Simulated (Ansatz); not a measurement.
`C=C=C(N)[SiH3]` + `[NH2][In]([OH])[SH]` → `[NH2][In]([SH])[O][SiH3]` + `C=C=CN`  (ligand exchange at the Si–C bond)

Isolated molecules relaxed with PBE0-D4/def2-TZVP in Ansatz; ΔE leaves out vibrations. CCSD(T)/CBS adds triple-zeta CCSD(T) − MP2 to the extrapolated MP2 energy (def2 sets, frozen cores). Functionals use def2-TZVPP. B3LYP here is the variant with VWN-RPA as its local correlation; programs differ in this. HSE06 is defined as in plane-wave codes. def2 core potentials past Kr. For In outer-core shells are correlated without core-valence functions, which leaves a few kJ/mol of doubt a bond. One conformer a species, not always the lowest.

`C=C=C(N)[SiH3]`:

```xyz
12

C     2.044    1.072    0.398
C     0.860    0.531    0.369
C    -0.334    0.001    0.279
N    -1.347    0.127    1.243
Si   -0.761   -0.846   -1.336
H     2.910    0.527    0.766
H     2.213    2.090    0.059
H    -1.907   -0.706    1.352
H    -1.017    0.455    2.140
H    -1.378   -2.170   -1.036
H    -1.757   -0.050   -2.101
H     0.473   -1.031   -2.133
```

`[NH2][In]([OH])[SH]`:

Z-matrix (Å, degrees):
```
N
In 1 2.011
H 1 1.010 2 116.5
H 1 1.011 2 114.7 3 -129.0
O 2 1.981 1 115.3 3 153.0
S 2 2.379 1 125.8 3 -33.0
H 5 0.960 2 113.4 1 173.8
H 6 1.344 2 93.3 1 2.1
```

`[NH2][In]([SH])[O][SiH3]`:

Cartesian coordinates in Å:
```
N 1.545 -1.366 -0.992
In 1.233 0.164 0.269
S 2.736 1.407 1.592
O -0.670 0.606 0.626
Si -2.098 0.125 0.019
H 2.432 -1.388 -1.473
H 0.800 -1.523 -1.658
H 1.722 2.073 2.173
H -1.915 -0.699 -1.217
H -2.934 1.303 -0.343
H -2.850 -0.702 1.003
```

`C=C=CN`:

Cartesian coordinates in Å:
```
C -0.488 -1.643 0.771
C -0.380 -0.449 0.265
C -0.279 0.769 -0.201
N 0.901 1.435 -0.545
H -0.688 -2.512 0.150
H -0.385 -1.822 1.839
H -1.179 1.374 -0.280
H 0.802 2.029 -1.354
H 1.695 0.820 -0.645
```

```csv
level,ΔE (kcal/mol),difference from CCSD(T)/CBS
PBE-D4,-19.9,4.4
BLYP-D4,-22.0,2.3
r2SCAN-D4,-23.2,1.1
B97M-V,-25.0,-0.7
PBE0-D4,-21.9,2.4
B3LYP-D4,-23.7,0.6
r2SCANh-D4,-23.6,0.7
r2SCAN0-D4,-24.2,0.1
HSE06-D4,-21.8,2.5
BHLYP-D4,-26.5,-2.2
CAM-B3LYP-D4,-25.1,-0.8
ωB97X-V,-24.1,0.2
ωB97M-V,-23.9,0.4
B2PLYP,-24.6,-0.3
PBE-QIDH,-23.8,0.5
PBE,-20.3,4.0
revPBE,-20.2,4.1
BLYP,-23.0,1.3
r2SCAN,-23.3,1.0
B3LYP,-24.4,-0.1
r2SCANh,-23.7,0.6
r2SCAN0,-24.3,0.0
HSE06,-22.1,2.2
BHLYP,-26.8,-2.5
CAM-B3LYP,-25.4,-1.1
LC-ωPBE,-23.5,0.8
HF/def2-SVP,-29.2,-4.9
MP2/def2-SVP,-24.4,-0.1
CCSD/def2-SVP,-25.6,-1.3
CCSD(T)/def2-SVP,-24.8,-0.5
HF/def2-TZVPP,-30.0,-5.7
MP2/def2-TZVPP,-24.0,0.3
SCS-MP2/def2-TZVPP,-25.3,-1.0
CCSD(T)/def2-TZVPP,-24.5,-0.2
HF/def2-QZVPP,-30.3,-6.0
MP2/def2-QZVPP,-24.0,0.3
SCS-MP2/def2-QZVPP,-25.3,-1.0
HF/CBS(def2),-30.4,-6.1
MP2/CBS(def2),-23.8,0.5
CCSD/CBS(def2),-25.3,-1.0
CCSD(T)/CBS,-24.3,0
```

Largest T1 diagnostic among the species: 0.015.

From PBE to PBE0 (25 % exact exchange), in def2-TZVPP and without D4, ΔE moves by −1.9 kcal/mol. In def2-TZVPP, CCSD(T) changes the Hartree–Fock value by +5.4 kcal/mol (the triples alone add +0.9 kcal/mol) and MP2 by +6.0 kcal/mol.
